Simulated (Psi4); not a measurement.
H$_{2}$P (SMILES [PH2]), doublet, at a GFN2-xTB geometry. Base run: CCSD(T)/aug-cc-pVTZ (Psi4).

Psi4 was given this input:
```
memory 2 GB

molecule mol {
0 2
  P     0.003008   -0.000801    0.114347
  H    -0.022380    1.002212   -0.850635
  H    -0.022740   -0.990204   -0.864575
}

set basis aug-cc-pvtz
set reference uhf
set freeze_core true

energy('ccsd(t)')
print_variables()
```

Variants of this job, named by their change:

```json
[
 {"change": "base", "ΔE vs base (mEh)": "0.000", "MP2 correlation (Eh)": "-0.13980", "CC correlation without the perturbative part (Eh)": "-0.16612", "basis functions": "96", "core-seconds (rough)": "40"},
 {"change": "method = mp3", "ΔE vs base (mEh)": "[?]", "MP2 correlation (Eh)": "-0.13978", "CC correlation without the perturbative part (Eh)": "-", "basis functions": "96", "core-seconds (rough)": "8"},
 {"change": "method = ccsd", "ΔE vs base (mEh)": "5.831", "MP2 correlation (Eh)": "-0.13980", "CC correlation without the perturbative part (Eh)": "-0.16612", "basis functions": "96", "core-seconds (rough)": "40"},
 {"change": "method = mp2", "ΔE vs base (mEh)": "32.183", "MP2 correlation (Eh)": "-0.13978", "CC correlation without the perturbative part (Eh)": "-", "basis functions": "96", "core-seconds (rough)": "5"}
]
```

Problem. What belongs in the gaps?

Solution. 
- method = mp3, ΔE vs base (mEh): 9.399

Open shells are given as the SCF converged; they aren't shown to be the lowest states, and a large step between rows can be another state.
